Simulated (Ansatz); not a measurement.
Ansatz (an electronic-structure program) input (B3LYP-D3(BJ)/def2-TZVP):

Ansatz 0.2 input:
```yaml
crystal:
  periodic: [false, false, false]
  atoms:
    - {symbol: C, position_ang: [0.99587710, 0.40759305, -0.75712758]}
    - {symbol: Si, position_ang: [-0.52876422, -0.49654161, -0.00535760]}
    - {symbol: O, position_ang: [-0.84889738, -1.89151759, -0.56485640]}
    - {symbol: O, position_ang: [-1.76011022, 0.64849798, -0.09858137]}
    - {symbol: O, position_ang: [-0.18418739, -0.45223180, 1.67254857]}
    - {symbol: H, position_ang: [0.78967036, 0.70499798, -1.78358096]}
    - {symbol: H, position_ang: [1.28262974, 1.30215744, -0.20510751]}
    - {symbol: H, position_ang: [1.86029534, -0.25332569, -0.77972518]}
    - {symbol: H, position_ang: [-1.66133603, 1.31529522, 0.57539989]}
    - {symbol: H, position_ang: [0.03677210, -1.32776992, 1.97027594]}
basis:
  gaussian:
    orbitals: def2-TZVP
hamiltonian:
  xc: b3lyp
  dispersion: d3bj
total_charge: -1
relax: {f_tol: 0.002, max_steps: 150}
```

End of the output:

```
reference -15146.80404081 eV, -556.6347816271 hartree; 25, 25 occupied and 166, 166 virtual orbitals, 1114 factors
relax step  27: F+E_penalty+E_count = -15147.13521292 eV  Δ(F+E_penalty+E_count) = -6.211e-5 eV  max|allowed force component| = 1.396e-2 eV/Å  Δτ_max = 0.0059 Å  (34 SCF iters, accepted)
these checks for a lower state are left out or cut short: starts, cluster_reference, orbital_swaps, neighbouring_geometries, increment
integrals: 0.10 GiB planned
1114 factors; their error is unknown
mean field: 0.93 GiB planned
mean field -15146.80375672 eV, -556.6347711873 hartree, gradient 7.7e-6 eV, S^2 0.000000; 0 other end points of the search recorded, 0 dependent functions left out
the calculation of the forces begins
reference -15146.80402210 eV, -556.6347809395 hartree; 25, 25 occupied and 166, 166 virtual orbitals, 1114 factors
relax step  28: F+E_penalty+E_count = -15147.13522816 eV  Δ(F+E_penalty+E_count) = -1.524e-5 eV  max|allowed force component| = 1.001e-2 eV/Å  Δτ_max = 0.0024 Å  (34 SCF iters, accepted)
these checks for a lower state are left out or cut short: starts, cluster_reference, orbital_swaps, neighbouring_geometries, increment
integrals: 0.10 GiB planned
1114 factors; their error is unknown
mean field: 0.93 GiB planned
mean field -15146.80375075 eV, -556.6347709675 hartree, gradient 7.7e-6 eV, S^2 0.000000; 0 other end points of the search recorded, 0 dependent functions left out
the calculation of the forces begins
reference -15146.80401611 eV, -556.6347807196 hartree; 25, 25 occupied and 166, 166 virtual orbitals, 1114 factors
relax step  29: F+E_penalty+E_count = -15147.13523131 eV  Δ(F+E_penalty+E_count) = -3.147e-6 eV  max|allowed force component| = 3.453e-3 eV/Å  Δτ_max = 0.0010 Å  (35 SCF iters, accepted)
these checks for a lower state are left out or cut short: starts, cluster_reference, orbital_swaps, neighbouring_geometries, increment
integrals: 0.10 GiB planned
1114 factors; their error is unknown
mean field: 0.94 GiB planned
mean field -15146.80375692 eV, -556.6347711944 hartree, gradient 7.7e-6 eV, S^2 0.000000; 0 other end points of the search recorded, 0 dependent functions left out
the calculation of the forces begins
reference -15146.80402228 eV, -556.6347809464 hartree; 25, 25 occupied and 166, 166 virtual orbitals, 1114 factors
relax step  30: F+E_penalty+E_count = -15147.13523178 eV  Δ(F+E_penalty+E_count) = -4.749e-7 eV  max|allowed force component| = 4.124e-4 eV/Å  Δτ_max = 0.0005 Å  (35 SCF iters, accepted)
integrals: 0.10 GiB planned
1114 factors; their error is unknown
mean field: 0.94 GiB planned
mean field evaluation 224: about -15146.7745 eV, gradient 3.3e-1 eV
mean field -15146.80375692 eV, -556.6347711944 hartree, gradient 7.7e-6 eV, S^2 0.000000; 1 other end points of the search recorded, 0 dependent functions left out
the calculation of the forces begins
reference -15146.80402228 eV, -556.6347809464 hartree; 25, 25 occupied and 166, 166 virtual orbitals, 1114 factors
Total energy: -15147.13549715 eV, -556.6469624231 hartree
Atom 0 at     1.056932     0.403579    -0.807279 Å, force     0.000162     0.000350     0.000106 eV/Å
Atom 1 at    -0.410047    -0.320638     0.148747 Å, force    -0.000048     0.000328     0.000412 eV/Å
Atom 2 at    -1.104920    -1.611252    -0.385635 Å, force    -0.000084    -0.000269    -0.000150 eV/Å
Atom 3 at    -1.459944     1.015739     0.253316 Å, force     0.000179    -0.000198     0.000045 eV/Å
Atom 4 at     0.240285    -0.503759     1.711664 Å, force    -0.000140     0.000094    -0.000255 eV/Å
Atom 5 at     0.759064     0.670773    -1.824840 Å, force    -0.000119     0.000029    -0.000139 eV/Å
Atom 6 at     1.442768     1.304278    -0.319343 Å, force    -0.000025    -0.000119     0.000024 eV/Å
Atom 7 at     1.871669    -0.322894    -0.870399 Å, force     0.000097    -0.000224    -0.000062 eV/Å
Atom 8 at    -2.344236     0.676959     0.083969 Å, force    -0.000047     0.000005    -0.000042 eV/Å
Atom 9 at    -0.069621    -1.355631     2.033687 Å, force     0.000025     0.000005     0.000061 eV/Å
Dipole moment:     0.148519     0.322566     0.163033 e Å
```

It need not be the lowest isomer of its formula. Whether it binds its extra electron was not tested at this geometry.
